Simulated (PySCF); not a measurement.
mercury atom (Hg), singlet (core potentials on Hg); M06L/def2-TZVP (PySCF).

Input for PySCF:
```python
from pyscf import gto, scf, dft

mol = gto.Mole()
mol.atom = '''
    Hg    0.00000000    0.00000000    0.00000000
'''
mol.basis = 'def2-tzvp'
mol.ecp = {'Hg': 'def2-tzvp'}
mol.verbose = 4
mol.build()

mf = dft.RKS(mol)
mf.xc = 'm06l'
mf.grids.level = 0
mf.kernel()
mf.analyze()
```

The log (banner, timings and long lists left out):

```
PySCF version 2.14.0

[INPUT] verbose = 4
[INPUT] num. atoms = 1
[INPUT] num. electrons = 20
[INPUT] charge = 0
[INPUT] spin (= nelec alpha-beta = 2S) = 0
[INPUT] symmetry False subgroup None
[INPUT] Mole.unit = angstrom
[INPUT] Symbol           X                Y                Z      unit          X                Y                Z       unit  Magmom
[INPUT]  1 Hg     0.000000000000   0.000000000000   0.000000000000 AA    0.000000000000   0.000000000000   0.000000000000 Bohr   0.0

nuclear repulsion = 0
number of shells = 15
number of NR pGTOs = 69
number of NR cGTOs = 43
basis = def2-tzvp
ecp = {'Hg': 'def2-tzvp'}

******** <class 'pyscf.dft.rks.RKS'> ********
method = RKS
initial guess = minao
damping factor = 0
level_shift factor = 0
DIIS = <class 'pyscf.scf.diis.CDIIS'>
diis_start_cycle = 1
diis_space = 8
diis_damp = 0
SCF conv_tol = 1e-09
SCF conv_tol_grad = None
SCF max_cycles = 50
direct_scf = True
direct_scf_tol = 1e-13
XC library pyscf.dft.libxc version 7.1.2
    S. Lehtola, C. Steigemann, M. J. T. Oliveira, and M. A. L. Marques,  SoftwareX 7, 1–5 (2018)
XC functionals = m06l
    Y. Zhao and D. G. Truhlar,  J. Chem. Phys. 125, 194101 (2006)
    Y. Zhao and D. G. Truhlar,  J. Chem. Phys. 125, 194101 (2006)
    Y. Zhao and D. G. Truhlar,  Theor. Chem. Acc. 120, 215 (2008)
radial grids:
    Treutler-Ahlrichs [JCP 102, 346 (1995); DOI:10.1063/1.469408] (M4) radial grids

becke partition: Becke, JCP 88, 2547 (1988); DOI:10.1063/1.454033
pruning grids: <function nwchem_prune>
grids dens level: 0
symmetrized grids: False
atomic radii adjust function: <function treutler_atomic_radii_adjust>
small_rho_cutoff = 0
Set gradient conv threshold to 3.16228e-05
Initial guess from minao.
tot grids = 3224
init E= -135.385512148822
  HOMO = -0.81794515088406  LUMO = -0.46398727841064  gap/eV = 9.63168
cycle= 1 E= -152.924778716316  delta_E= -17.5  |g|= 2.05  |ddm|= 9.68

WARN: HOMO 0.0300592364036881 == LUMO 0.0300592364036914

cycle= 2 E= -142.652099574863  delta_E= 10.3  |g|= 5.17  |ddm|= 6.47
  HOMO = -0.465071396215568  LUMO = -0.159964481413127  gap/eV = 8.30238
cycle= 3 E= -153.514124756155  delta_E= -10.9  |g|= 0.664  |ddm|= 5.56
  HOMO = -0.223624447664082  LUMO = -0.0065533461686898  gap/eV = 5.90681
cycle= 4 E= -153.615673127109  delta_E= -0.102  |g|= 0.0395  |ddm|= 1.68
  HOMO = -0.241307538482646  LUMO = -0.0146746548789772  gap/eV = 6.16699
cycle= 5 E= -153.616066575803  delta_E= -0.000393  |g|= 0.00641  |ddm|= 0.138
  HOMO = -0.243209450350282  LUMO = -0.0166354763406013  gap/eV = 6.16539
cycle= 6 E= -153.616083452099  delta_E= -1.69e-05  |g|= 0.00117  |ddm|= 0.0386
  HOMO = -0.24319190402876  LUMO = -0.0167521437072833  gap/eV = 6.16174
cycle= 7 E= -153.616083775873  delta_E= -3.24e-07  |g|= 2.21e-05  |ddm|= 0.00456
  HOMO = -0.243205098667612  LUMO = -0.0167648104438857  gap/eV = 6.16175
cycle= 8 E= -153.616083776064  delta_E= -1.9e-10  |g|= 3.66e-06  |ddm|= 0.00015
  HOMO = -0.243207019751365  LUMO = -0.016765775776199  gap/eV = 6.16178
Extra cycle  E= -153.616083776063  delta_E= 6.25e-13  |g|= 4.21e-06  |ddm|= 6.33e-06
converged SCF energy = -153.616083776063
**** SCF Summaries ****
Total Energy =                        -153.616083776062965
Nuclear Repulsion Energy =               0.000000000000000
One-electron Energy =                 -270.293365335563408
Two-electron Energy =                  116.677281559500457
Two-electron Coulomb Energy =          130.719302953656921
DFT Exchange-Correlation Energy =      -14.042021394156469
HOMO-LUMO gap [eV] =                     6.161780100657237
**** MO energy ****
MO #1   energy= -4.35515072538072  occ= 2
MO #2   energy= -2.50553588440835  occ= 2
MO #3   energy= -2.50553586791633  occ= 2
MO #4   energy= -2.50553578937347  occ= 2
MO #5   energy= -0.369161570005702 occ= 2
MO #6   energy= -0.369161569629618 occ= 2
MO #7   energy= -0.369161527616523 occ= 2
MO #8   energy= -0.369161518864874 occ= 2
MO #9   energy= -0.369161507664699 occ= 2
MO #10  energy= -0.243207019751365 occ= 2
MO #11  energy= -0.016765775776199 occ= 0
MO #12  energy= -0.0167657731213514 occ= 0
MO #13  energy= -0.0167657693962485 occ= 0
MO #14  energy= 0.134260443082153  occ= 0
MO #15  energy= 0.134260449216283  occ= 0
MO #16  energy= 0.134260469732803  occ= 0
MO #17  energy= 0.194849346518016  occ= 0
MO #18  energy= 0.334408308379914  occ= 0

WARN: Weak orthogonality for localized orbitals 1.118363710114194e-08

Dipole moment(X, Y, Z, Debye): -0.00000,  0.00000, -0.00000
```
